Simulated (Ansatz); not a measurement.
RuSO3⁺, that is RuO3S with one electron fewer. Total charge 1; doublet. Geometry B3LYP-D4/def2-SVP, that of the neutral singlet; atoms count from 1.

```xyz
5

Ru    0.094   -0.008    0.000
O     0.673    0.328    1.545
O     0.496   -1.584   -0.439
O     0.735    1.084   -1.110
S    -1.997    0.180    0.005
```

In the def2 sets Ru takes a core potential; there is no spin–orbit coupling. The charge 1 doublet is spin-contaminated (final ⟨S²⟩ up to 0.93, 0.75 for a pure state).

Question: Estimate the Mulliken populations from the PBE0/def2-TZVP orbitals of Ansatz.

Answer: 
```json
{"atom": "Ru1", "charge (e)": "1.50", "spin (α − β)": "-0.19", "d electrons": "5.67"}
{"atom": "O2", "charge (e)": "-0.21", "spin (α − β)": "0.56", "d electrons": "–"}
{"atom": "O3", "charge (e)": "-0.27", "spin (α − β)": "-0.18", "d electrons": "–"}
{"atom": "O4", "charge (e)": "-0.27", "spin (α − β)": "-0.18", "d electrons": "–"}
{"atom": "S5", "charge (e)": "0.25", "spin (α − β)": "0.99", "d electrons": "–"}
```
Mulliken values and Mayer orders depend strongly on the basis.

Question: Where does the spin sit?

Answer: Summed by element: Ru -0.19, O 0.21, S 0.99, of 1 unpaired in all. Largest on single atoms: S5 0.99, O2 0.56, Ru1 -0.19.

Question: And the Mayer bond orders between bonded heavy atoms (over 0.3)?

Answer: Ru1–O2 1.54 (1.68 Å); Ru1–O3 1.66 (1.68 Å); Ru1–O4 1.66 (1.68 Å); Ru1–S5 1.36 (2.10 Å).
